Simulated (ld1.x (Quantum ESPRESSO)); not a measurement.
The numbers below are computed, except where a source is named.
Potentials for Pb compared

Generated with ld1.x 7.5 (TM, RRKJ, ultrasoft, PAW), atompaw 4.2 or ONCVPSP 4.0.1. The cutoff is in Ry: for ld1.x and atompaw files where the sum of valence levels is converged to 10 mRy in a Bessel basis, for ONCV files where the hardest occupied wave has 1 mHa per electron of residual kinetic energy. The error is the largest all-electron minus pseudo excitation energy over each file’s own four to seven test configurations (ionisations up to +4, promotions, holes and added fractions of an electron), all of which were solved. The labels leave out finer settings (local radius, basis sizes, second energies), which also bear on the numbers. Spin-polarised tests are not counted. The rows are a selection from randomly drawn settings: files with unsolved tests, undetermined cutoffs or missed reference levels are left out.

A true bound ghost makes a file unfit for plane-wave use even where its test errors are small: the radial tests pick states by their node count and pass the ghost by.

| potential | cutoff (Ry) | largest error (meV) | bound ghosts |
| --- | --- | --- | --- |
| TM, LDA (PZ), scalar-relativistic, rc 2.15/2.60 (sp), local smoothed, core correction yes, reference 6s2 6p2 | 21 | -573 | none |
| ultrasoft, PBEsol, scalar-relativistic, rc 1.85/2.20 (sp), local smoothed, core correction yes, reference 6s2 6p1.75 | 12 | -651 | s, d |
| ultrasoft, PBEsol, scalar-relativistic, rc 1.90/2.15/1.30 (spd), local smoothed, core correction no, reference 5d10 6s2 6p2 | 70 | +25 | none |
| ultrasoft, PBE, scalar-relativistic, rc 2.15/2.05/1.55 (spd), local smoothed, core correction no, reference 5d10 6s2 6p2 | 50 | -126 | p |
| PAW, PBEsol, scalar-relativistic, rc 1.85/2.85/1.75 (spd), local smoothed, core correction yes, reference 5d10 6s1.75 6p2.25 | 40 | -53 | none |

Q: Fill in the row for Pb: TM, PBEsol, scalar-relativistic, rc 1.80/1.90 (sp), local s, core correction no, reference 6s1.5 6p2.5.

A: cutoff 30 Ry, largest error +41 meV, bound ghosts: none.

Q: Fill in the row for Pb: ultrasoft, LDA (PZ), scalar-relativistic, rc 1.85/2.35/1.95 (spd), local smoothed, core correction yes, reference 5d10 6s2 6p1.5.

A: cutoff 30 Ry, largest error -72 meV, bound ghosts: s.

Q: Fill in the row for Pb: ultrasoft, PBE, non-relativistic, rc 2.20/2.40/2.10 (spd), local d, core correction yes, reference 6s2 6p2.

A: cutoff 6 Ry, largest error -361 meV, bound ghosts: s, p, d.
